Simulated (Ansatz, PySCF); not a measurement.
CH4ClFOSi, SMILES OC[Si@H](Cl)F.

Geometry optimised at PBE-D3(BJ)/def2-SVP. The structure was generated by enumeration; whether it is a known compound was not checked. The values are those of a single conformer.

Vertical ionisation energy (IE) and electron affinity (EA) in eV. Rows of orbital energies are one-electron estimates. Where ΔSCF, EOM or ADC give a negative EA the extra electron is unbound and the value depends on the basis.

| level | IE | EA |
|---|---|---|
| −ε(HOMO), −ε(LUMO), CAM-B3LYP/def2-TZVP (PySCF) | (withheld) | (withheld) |
| −ε(HOMO), −ε(LUMO), PBE/def2-TZVP (PySCF) | 6.47 | 1.06 |
| ΔSCF, PBE0/def2-SVPD (Ansatz), final states of multiplicity 2 and 2 | 10.33 | -1.13 |
| ΔSCF, PBE/def2-SVPD (Ansatz), final states of multiplicity 2 and 2 | 9.87 | -0.92 |

Task: Fill in the missing entries. (The exact figures need the calculation; the answer reports its results.)

Result: 
- −ε(HOMO), −ε(LUMO), CAM-B3LYP/def2-TZVP (PySCF), IE: 9.45
- −ε(HOMO), −ε(LUMO), CAM-B3LYP/def2-TZVP (PySCF), EA: -0.82

Task: What vertical singlet–triplet gap does ΔSCF give with PBE0/def2-SVPD (Ansatz, a quantum-chemistry and plane-wave program) and with PBE/def2-SVPD (Ansatz)? (The exact figures need the calculation; the answer reports its results.)

Result: 5.93 and 5.44 eV (triplet above singlet where positive).
